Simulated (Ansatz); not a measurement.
Frontier orbitals of CH$_{8}$ClNSi$_{2}$, SMILES `C[SiH2]N[SiH2]Cl`.

Charge 0, multiplicity 1. All single points use the PBE0-D4/def2-TZVP geometry. It is one conformer, not always the lowest. Basis def2-TZVPP, Ansatz.

```csv
functional,HOMO (eV),LUMO (eV),gap (eV)
PBE,-6.52,-0.65,5.87
B97M-V,-6.95,-0.49,6.46
PBE0,-7.85,0.19,8.04
r2SCANh,-7.31,0.05,7.36
r2SCAN0,-8.06,0.46,8.52
BHLYP,-9.10,1.01,10.11
ωB97X-V,-10.24,2.16,12.40
ωB97M-V,-10.13,1.79,11.92
```

A quarter of exact exchange (PBE0) shifts PBE's HOMO by −1.33 eV and its LUMO by +0.84 eV; full exchange at long range (ωB97M-V) shifts them by −3.61 and +2.44 eV. The gap opens from 5.87 to 11.92 eV, since occupied levels lose self-interaction and empty ones feel all the electrons. A positive LUMO is unbound and depends on the basis.
